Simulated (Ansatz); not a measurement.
C2H4S, SMILES `C[C]S` (lower singlet; C–C–S–H torsion 0°) (charge 0, multiplicity 1). This singlet lies 0.83 eV below the relaxed triplet at the level frozen-core CCSD(T)/cc-pVTZ // B3LYP-D3(BJ)/def2-TZVP (Ansatz, a program for electronic structure).

These are LC-ωPBE/cc-pVTZ // B3LYP-D3(BJ)/def2-TZVP run with Ansatz values and carry that method's errors.

Ansatz 0.2 input:
```yaml
crystal:
  periodic: [false, false, false]
  atoms:
    - { symbol: C, position_ang: [-0.725131, 0.029319, -0.002033] }
    - { symbol: C, position_ang: [0.499205, -0.737724, 0.308027] }
    - { symbol: S, position_ang: [1.866249, -0.454915, -0.526268] }
    - { symbol: H, position_ang: [-1.059721, 0.524502, 0.915687] }
    - { symbol: H, position_ang: [-0.644522, 0.773109, -0.809678] }
    - { symbol: H, position_ang: [-1.523885, -0.68097, -0.24011] }
    - { symbol: H, position_ang: [1.587799, 0.546675, -1.454755] }
basis:
  gaussian: { orbitals: cc-pVTZ }
hamiltonian:
  xc: lc_wpbe
```

Output:

```
Functional definition: LC-wPBE
836 factors; their error is unknown
259 factors; integrals over basis functions are off by at most 2.7e-5 eV
mean field evaluation 1: about -12965.6621 eV, gradient 3.3e1 eV
mean field evaluation 2: about -12966.5155 eV, gradient 2.8e1 eV
mean field evaluation 4: about -12968.4220 eV, gradient 1.7e0 eV
mean field evaluation 8: about -12968.4351 eV, gradient 1.4e-1 eV
mean field evaluation 16: about -12968.4080 eV, gradient 1.5e-4 eV
mean field -12968.40803214 eV, -476.5802048784 hartree, gradient 5.6e-5 eV, S^2 0.000000; 0 other end points of the search recorded, 0 dependent functions left out
reference -12968.40803214 eV, -476.5802048786 hartree; 16, 16 occupied and 134, 134 virtual orbitals, 836 factors
Total energy: -12968.40803214 eV, -476.5802048786 hartree
```
